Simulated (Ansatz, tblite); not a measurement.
Isomers of Pd2Se3 (singlet), found by a short tight-binding search and relaxed with PBE-D4/def2-SVP in Ansatz.

In the def2 sets Pd takes a core potential; there is no spin–orbit coupling. The xTB rows come from tblite. LC-ωPBE has ω = 0.4 bohr⁻¹.

Run but left out: HF/STO-3G (A: restricted singlet, unstable in another Hartree–Fock run and untested here); HF/def2-SVP, HF/def2-TZVP, MP2/def2-SVP, MP2/def2-TZVP, CCSD/def2-SVP, CCSD(T)/def2-SVP (A: restricted singlet, unstable towards broken spin symmetry).

A further structure is left out (at the level of its geometry, an occupied level 0.33 eV above an empty one); at PBE0-D4/def2-TZVP its energy lies 1.76 eV above the lowest shown.

A: The restricted singlet is unstable towards broken spin symmetry in Hartree–Fock (as tested in another run); at LDA (SPW92)/def2-TZVP, PBE-D4/def2-SVP, PBE-D4/def2-TZVP, r2SCAN-D4/def2-TZVP and others this wasn't settled. B: The restricted singlet is unstable towards broken spin symmetry in Hartree–Fock (as tested in another run); at LDA (SPW92)/def2-TZVP, PBE-D4/def2-SVP, PBE-D4/def2-TZVP, r2SCAN-D4/def2-TZVP and others this wasn't settled. C: The restricted singlet is unstable towards broken spin symmetry in Hartree–Fock (as tested in another run); at LDA (SPW92)/def2-TZVP, PBE-D4/def2-SVP, PBE-D4/def2-TZVP, r2SCAN-D4/def2-TZVP and others this wasn't settled.

Other spin states weren't relaxed.

A:

```csv
atom,x (Å),y (Å),z (Å)
Pd1,-0.006,0.828,-0.746
Pd2,0.847,-0.263,1.580
Se3,-0.880,-1.302,0.308
Se4,2.298,0.580,-0.122
Se5,-2.259,0.157,-1.019
```

B:

```xyz
5

Pd   -1.3184    1.1352    0.6197
Pd    0.5464   -1.2350    0.2303
Se   -0.8364    0.0215   -1.4092
Se    0.0597   -0.0077    2.1599
Se    1.5488    0.0861   -1.6007
```

C:

Cartesian coordinates in Å:
```
Pd 0.6492 -0.9791 0.9231
Pd -0.6750 -0.1367 -1.3258
Se -1.8477 -0.3928 0.9413
Se 0.0295 1.2820 0.4629
Se 1.8441 0.2266 -1.0015
```

Q: Estimate which lies lowest at each level, and how far above it the others are (eV).

A: 
| level | A | B | C |
| --- | --- | --- | --- |
| GFN1-xTB | 0.69 | 0.65 | 0.00 |
| GFN2-xTB | 0.17 | 0.00 | 0.10 |
| LDA (SPW92)/def2-TZVP | 0.00 | 0.10 | 0.11 |
| PBE-D4/def2-SVP | 0.00 | 0.06 | 0.18 |
| PBE-D4/def2-TZVP | 0.00 | 0.04 | 0.10 |
| r2SCAN-D4/def2-TZVP | 0.00 | 0.01 | 0.12 |
| r2SCANh-D4/def2-TZVP | 0.07 | 0.01 | 0.00 |
| PBE0-D4/def2-SVP | 0.29 | 0.15 | 0.00 |
| PBE0-D4/def2-TZVP | 0.37 | 0.21 | 0.00 |
| LC-ωPBE/def2-TZVP | 0.72 | 0.46 | 0.00 |
Point groups (tolerance 0.1 Å): A not assigned, B not assigned, C C2v. A and B have the same bonds, so they are conformers or stereoisomers. Lower isomers may exist. From def2-SVP to def2-TZVP the PBE0 values move by up to 0.08 eV, so results in the small set are rough.
